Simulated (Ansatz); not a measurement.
Program: Ansatz 0.2.0.

A structure relaxed at PBE0-D4/def2-TZVP, charge 0, multiplicity 2:

```
atom   x (Å)   y (Å)   z (Å)
  N1   0.371  -0.149  -0.688
 Al2   0.311  -0.324   1.068
 Br3  -1.455   0.652   2.132
  H4  -0.318   0.348  -1.231
  H5   1.091  -0.528  -1.280
```

Give its formula and SMILES.

AlBrH2N, `[NH2][Al][Br]`.

Point group (tolerance 0.08 Å, 0.16 Å for H)?

Cs.

Summarise the bond lengths by kind.

1 × Al–N 1.765 Å; 2 × H–N 1.007 to 1.009 Å; 1 × Al–Br 2.281 Å.
